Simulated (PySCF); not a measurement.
How methods differ on the ionisation energy of In

In [Kr] 4d10 5s2 5p1 (2P) → In⁺ [Kr] 4d10 5s2 (1S), as a difference of total energies. Calculation: PySCF 2.14, in def2-SVP with the def2 core potential (28 electrons) (4s4p2d, 26 functions); a scalar-relativistic core potential. Correlated levels: valence: 4s2 4p6 4d10 frozen. The calculations carry no spin-orbit coupling.

```json
{"method": "UHF", "ionisation energy (eV)": "5.199", "error (eV)": "-0.404"}
{"method": "PBE", "ionisation energy (eV)": "5.579", "error (eV)": "-0.024"}
{"method": "MN15", "ionisation energy (eV)": "5.656", "error (eV)": "+0.053"}
{"method": "MP2 (valence)", "ionisation energy (eV)": "5.326", "error (eV)": "-0.277"}
{"method": "SCS-MP2 (valence)", "ionisation energy (eV)": "5.309", "error (eV)": "-0.294"}
{"method": "CCSD (valence)", "ionisation energy (eV)": "5.380", "error (eV)": "-0.223"}
{"method": "CCSD(T) (valence)", "ionisation energy (eV)": "5.391", "error (eV)": "-0.212"}
```

Reference: 5.603 eV (measured; NIST levels, between the centres of gravity of the two terms).

Errors of the correlated levels include the incompleteness of this basis and the frozen core.
